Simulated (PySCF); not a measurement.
# Er⁴⁰⁺ (erbium, charge +40) across methods

[Ar] 3d10, closed-shell 1S. All numbers are calculated (PySCF 2.14, no relativity, point nucleus, in an even-tempered Gaussian basis (17 s from 7.7 bohr⁻², ratio 2.5; 11 p from 10 bohr⁻², ratio 2.5; 8 d from 10 bohr⁻², ratio 2.5; 4 f from 44 bohr⁻², ratio 2.7; 3 g from 66 bohr⁻², ratio 2.7)).

```tsv
method	E (hartree)	mean ε 3s (eV)	mean ε 3p (eV)	mean ε 3d (eV)	Σ⟨r²⟩ (bohr²)	⟨S²⟩
M06-L	-11499.09	-3617.7	-3441.6	-3124.0	1.010	0.000
LDA	-11490.53	-3595.8	-3426.6	-3116.7	1.013	0.000
PBE	-11498.02	-3598.4	-3428.1	-3117.2	1.012	0.000
r2SCAN	-11499.02	-3613.2	-3439.1	-3122.9	1.011	0.000
BLYP	-11498.96	-3597.9	-3427.7	-3117.0	1.012	0.000
UHF	-11497.84827	-3689.7	-3507.2	-3179.3	1.011	0.000
PBE0	-11498.39	-3621.7	-3448.4	-3133.3	1.012	0.000
```

A non-relativistic calculation at this Z misses sizeable relativistic shifts. Spin-orbit coupling, which splits the p, d and f shells strongly at this Z, is absent.
